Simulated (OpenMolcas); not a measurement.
**Predicting a hybrid from its neighbours: CH6GeSi**

CH6GeSi: 9 atoms, total charge 0, spin state singlet. SMILES: `[CH2]1[SiH2][GeH2]1`. Geometry: relaxed at PBE0-D4/def2-TZVP.

The vertical energy of the triplet above the singlet y, in eV, basis cc-pVDZ; a is the functional's share of exact exchange. Programs: OpenMolcas 26.06.

| functional | program | a | y (eV) |
| --- | --- | --- | --- |
| TPSS | OpenMolcas | 0 | 4.22 |
| BLYP | OpenMolcas | 0 | 4.17 |
| B3LYP | OpenMolcas | 0.2 | ? |
| PBE0 | OpenMolcas | 0.25 | 4.21 |
| BHLYP | OpenMolcas | 0.5 | 4.35 |

**Question.** Fit y = c + s·a to the known rows and predict B3LYP.

**Answer.** 
1. Means of the 4 rows: a = 0.1875, y = 4.237.
2. Σ(Δa)² = 0.17188, Σ(Δa·Δy) = 0.049375, so the slope is 0.049375/0.17188 = 0.28726.
3. Intercept: 4.237 − (0.28726) × 0.1875 = 4.183. The largest residual of the fit is 0.045.
4. B3LYP: 4.183 + (0.28726) × 0.2 = 4.24 eV.

The run gave 4.25 eV, so the prediction is off by -0.01 eV, within the largest residual. The rows mix families of semi-local functionals, which the line can't see.
